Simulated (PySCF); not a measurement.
digermane cation (Ge2H6), SMILES [GeH3][GeH3] (connectivity only; charge and spin as stated), charge +1, multiplicity 2.

Geometry: B3LYP-D3(BJ)/def2-TZVP. The multiplicity is an assumed one; no other spin state was optimised.

Calculation: TDA-PBE/def2-SVPD run with PySCF 2.14.0.

Vertical excitations; the highest root listed may be one member of a degenerate set. 

Computed excitation energies, oscillator strengths and character:
| state | energy (eV) | λ (nm) | f | main pairs |
|---|---|---|---|---|
| root 1 | 2.96 | 419 | 0.000 | β HOMO→LUMO (degenerate set) |
| root 2 | 2.96 | 419 | 0.000 | β HOMO−1→LUMO (degenerate set) |
| root 3 | 3.38 | 366 | 0.004 | β HOMO−2→LUMO (degenerate set) |
| root 4 | 3.38 | 366 | 0.004 | β HOMO−3→LUMO (degenerate set) |
| root 5 | 5.61 | 221 | 0.462 | α HOMO→LUMO 92 % |
| root 6 | 5.94 | 209 | 0.000 | α HOMO→LUMO+1 98 % |
| root 7 | 6.78 | 183 | 0.001 | α HOMO−1→LUMO, β HOMO→LUMO+1 (degenerate set) |
| root 8 | 6.78 | 183 | 0.001 | α HOMO−2→LUMO, β HOMO−1→LUMO+1 (degenerate set) |
| root 9 | 6.86 | 181 | 0.095 | α HOMO→LUMO+2 97 % |
| root 10 | 7.24 | 171 | 0.000 | α HOMO−4→LUMO 80 %, β HOMO−3→LUMO+1 11 % |
Unrestricted roots are not spin-pure.
